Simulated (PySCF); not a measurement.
The vertical singlet excitations below were computed for one of the candidates. Method: PySCF, TDDFT PBE0/def2-SVPD, vertical, gas phase, core orbitals frozen in the response. Geometries: GFN2-xTB, one conformer each.

| state | E (eV) | λ (nm) | f |
| --- | --- | --- | --- |
| S1 | 6.47 | 191.5 | 0.077 |
| S2 | 7.04 | 176.1 | 0.142 |
| S3 | 7.13 | 173.8 | 0.024 |
| S4 | 7.26 | 170.8 | 0.016 |
| S5 | 7.47 | 166.1 | 0.045 |
| S6 | 7.83 | 158.4 | 0.024 |

Orbital energies (eV): HOMO-3 -9.51, HOMO-2 -9.38, HOMO-1 -8.92, HOMO -6.92, LUMO 0.40, LUMO+1 0.96, LUMO+2 1.21.

Task: Which structure fits? All have the formula C7H11F.
A. `C[C@@H]1C=C(F)CCC1`
B. `F[C@]12CCC[C@H](C1)C2`
C. `F[C@]12CC[C@H](CC1)C2`
D. `FCC[C@H]1CC12CC2`

Result: A. Its S1, at 6.47 eV, is the lowest among the candidates; the nearest of the others has S1 at 7.60 eV. S1 is HOMO→LUMO (79%), HOMO→LUMO+1 (18%). Löwdin shares by element: HOMO carbon 69% or more, fluorine 12% (atoms not listed hold the other 20%); LUMO carbon 50% or more (atoms not listed hold the other 50%). At the same level the other candidates give, for their lowest levels:
- `F[C@]12CCC[C@H](C1)C2`: 7.75 eV (f 0.001); 8.08 eV (f 0.046); 8.28 eV (f 0.024); 8.43 eV (f 0.002); 8.53 eV (f 0.004); T1 7.59 eV; HOMO -8.21, LUMO 0.62 eV
- `F[C@]12CC[C@H](CC1)C2`: 7.82 eV (f 0.000); 8.00 eV (f 0.004); 8.45 eV (f 0.022); 8.58 eV (f 0.012); 8.70 eV (f 0.008); T1 7.66 eV; HOMO -8.32, LUMO 0.61 eV
- `FCC[C@H]1CC12CC2`: 7.60 eV (f 0.011); 7.86 eV (f 0.012); 7.91 eV (f 0.031); 8.02 eV (f 0.006); 8.05 eV (f 0.020); T1 7.46 eV; HOMO -7.88, LUMO 0.82 eV
Triplets come from the Tamm–Dancoff approximation.

Without π bonds the low states are Rydberg-like; a valence basis with one diffuse set may place them up to an eV too high.
